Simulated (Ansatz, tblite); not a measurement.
Cost and result up the ladder for the cluster Si2W2 (the lowest singlet isomer of a short search) (4 atoms). Total charge 0; singlet. Geometry: PBE0-D4/def2-SVP.

```csv
atom,x (Å),y (Å),z (Å)
W1,-0.4021,-0.4371,1.1257
W2,0.3645,1.2155,-0.0981
Si3,1.6157,-0.8361,-0.1169
Si4,-1.5782,0.0577,-0.9107
```

Ansatz on 4 threads of Arm Neoverse V1 on a shared host; xTB runs through tblite on one thread. Times are rough, summed over both states, and most runs start from the orbitals of an earlier one. No level here is sound enough to serve as a yardstick. The other state is a doublet.

In the def2 sets W takes a core potential; there is no spin–orbit coupling. The xTB rows come from tblite. HOMO above LUMO, or a gap near zero within one spin, warns that the state may not be the lowest or that an electron is smeared out. The structure comes from a short search, and lower isomers may exist.

Raw xTB energies of ions are shifted by several eV.

```
                          level  functions  vertical IE (eV)                                     remarks
                       GFN1-xTB         36             11.43                                           –
PBE0-D4/def2-TZVP (with forces)        154              7.34  spin-contaminated (⟨S²⟩ 0.88) (+1 doublet)
               PBE-D4/def2-TZVP        154              7.42  gap within one spin near zero (+1 doublet)
                       GFN2-xTB         36             12.57                                           –
```

Task: Estimate how long each takes.

Result: GFN1-xTB 0.009 s; GFN2-xTB 0.021 s; PBE-D4/def2-TZVP 12 s; PBE0-D4/def2-TZVP (with forces) 16 s. On shared hardware such times vary by a factor of up to 3.
